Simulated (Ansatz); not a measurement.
AlCl (SMILES [Al][Cl]), singlet, at a GFN2-xTB geometry (such geometries of metal compounds can be far from the true shape), with bond 1-2 at 1.25 times its length.

Here is a job for Ansatz (an electronic-structure program).
Ansatz 0.2 input:
```yaml
crystal:
  periodic: [false, false, false]
  atoms:
    - {symbol: Al, position_ang: [0.00000000, 0.00000000, -1.66331872]}
    - {symbol: Cl, position_ang: [0.00000000, 0.00000000, 0.88257728]}
basis:
  gaussian:
    orbitals: def2-SVP
hamiltonian:
  xc: hf
scf: {lower_state_search: off}
magnetization: {spin_polarized: true}
```

Question: What does this run give for the total energy, number of basis functions?

Answer: 
The total energy is -701.231476 Ha and the number of basis functions is 36.
